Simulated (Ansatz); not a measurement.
Al13As14H34, a nanocrystal cut from zinc blende AlAs (hydrogen-capped). Total charge 0; doublet. Geometry PBE-D4/def2-SVP, that of the charge +1 singlet.

```xyz
61

Al   -2.745   -3.707   -2.065
Al    0.723   -1.752   -4.202
Al   -2.386   -3.861    1.537
Al    0.637   -1.786    4.052
Al    4.099   -0.108   -2.131
Al    3.759   -0.080    2.311
Al    0.867   -1.862   -0.207
Al   -1.635    0.769   -2.349
Al   -1.857    0.437    1.631
Al    1.303    2.096   -0.112
Al    1.595    2.668   -4.202
Al    0.571    2.592    3.763
Al   -2.333    4.830    0.557
As   -0.846   -3.629   -0.376
As    2.296   -1.812   -2.195
As   -3.040   -1.281   -2.749
As    0.054    0.676   -4.127
As    2.032   -1.859    1.990
As   -1.052   -3.598    3.664
As   -3.391   -1.541    1.517
As   -0.607    0.341    3.737
As    5.085   -0.219    0.190
As    2.800    2.002   -2.060
As    2.370    1.968    2.100
As   -0.346    0.267   -0.269
As   -3.135    2.557    1.439
As   -0.012    4.212   -0.273
H    -3.957   -3.925   -1.016
H    -2.448   -4.639   -3.321
H     1.539   -2.144   -5.514
H    -0.577   -2.562   -3.686
H    -3.404   -5.074    1.655
H     1.430   -1.939    5.423
H     5.236   -0.250   -3.235
H     4.624   -0.240    3.638
H    -2.528    2.066   -2.035
H     2.618    2.555   -5.422
H     0.745    3.979   -3.824
H     1.145    2.943    5.206
H    -0.439    3.524    2.912
H    -2.153    5.740    1.853
H    -3.234    5.093   -0.732
H    -0.115   -4.967   -0.419
H     3.001   -3.167   -2.210
H    -3.245   -1.297   -4.258
H    -4.471   -0.893   -2.376
H    -0.830    0.815   -5.366
H     2.803   -3.173    2.098
H    -0.346   -4.928    3.894
H    -1.992   -3.662    4.863
H    -4.438   -1.406    2.616
H    -4.317   -1.408    0.316
H    -1.678    0.373    4.825
H     5.967   -1.457    0.314
H     6.195    0.823    0.276
H     3.832    3.076   -1.717
H     3.372    3.121    2.090
H    -4.403    2.153    0.695
H    -3.763    2.735    2.817
H     0.074    4.533   -1.764
H     0.951    5.282    0.229
```

Single mean-field runs in def2-TZVP are fitted with def2-universal-jkfit. At LDA (SPW92)/def2-TZVP, PBE-D4/def2-TZVP the gap within one spin of the charge 0 doublet nearly closes, so an electron or hole may be smeared out by delocalisation error.

(1) Estimate the α-spin orbital energies around the gap (eV) in Ansatz with LDA (SPW92)/def2-TZVP, PBE-D4/def2-TZVP, PBE0-D4/def2-TZVP.

## Answers

(1) 
```json
{"orbital": "HOMO−5", "LDA (SPW92)/def2-TZVP": "-6.44", "PBE-D4/def2-TZVP": "-6.36", "PBE0-D4/def2-TZVP": "-7.33"}
{"orbital": "HOMO−4", "LDA (SPW92)/def2-TZVP": "-6.43", "PBE-D4/def2-TZVP": "-6.34", "PBE0-D4/def2-TZVP": "-7.29"}
{"orbital": "HOMO−3", "LDA (SPW92)/def2-TZVP": "-6.32", "PBE-D4/def2-TZVP": "-6.25", "PBE0-D4/def2-TZVP": "-7.27"}
{"orbital": "HOMO−2", "LDA (SPW92)/def2-TZVP": "-6.25", "PBE-D4/def2-TZVP": "-6.18", "PBE0-D4/def2-TZVP": "-7.15"}
{"orbital": "HOMO−1", "LDA (SPW92)/def2-TZVP": "-6.12", "PBE-D4/def2-TZVP": "-6.05", "PBE0-D4/def2-TZVP": "-7.03"}
{"orbital": "HOMO", "LDA (SPW92)/def2-TZVP": "-2.58", "PBE-D4/def2-TZVP": "-2.47", "PBE0-D4/def2-TZVP": "-2.65"}
{"orbital": "LUMO", "LDA (SPW92)/def2-TZVP": "-2.51", "PBE-D4/def2-TZVP": "-2.34", "PBE0-D4/def2-TZVP": "-1.68"}
{"orbital": "LUMO+1", "LDA (SPW92)/def2-TZVP": "-2.48", "PBE-D4/def2-TZVP": "-2.30", "PBE0-D4/def2-TZVP": "-1.62"}
{"orbital": "LUMO+2", "LDA (SPW92)/def2-TZVP": "-2.36", "PBE-D4/def2-TZVP": "-2.19", "PBE0-D4/def2-TZVP": "-1.50"}
{"orbital": "LUMO+3", "LDA (SPW92)/def2-TZVP": "-2.32", "PBE-D4/def2-TZVP": "-2.12", "PBE0-D4/def2-TZVP": "-1.43"}
{"orbital": "LUMO+4", "LDA (SPW92)/def2-TZVP": "-2.27", "PBE-D4/def2-TZVP": "-2.09", "PBE0-D4/def2-TZVP": "-1.40"}
{"orbital": "LUMO+5", "LDA (SPW92)/def2-TZVP": "-2.21", "PBE-D4/def2-TZVP": "-2.05", "PBE0-D4/def2-TZVP": "-1.35"}
{"orbital": "β HOMO", "LDA (SPW92)/def2-TZVP": "-6.10", "PBE-D4/def2-TZVP": "-6.04", "PBE0-D4/def2-TZVP": "-7.01"}
{"orbital": "β LUMO", "LDA (SPW92)/def2-TZVP": "-2.47", "PBE-D4/def2-TZVP": "-2.28", "PBE0-D4/def2-TZVP": "-1.60"}
```
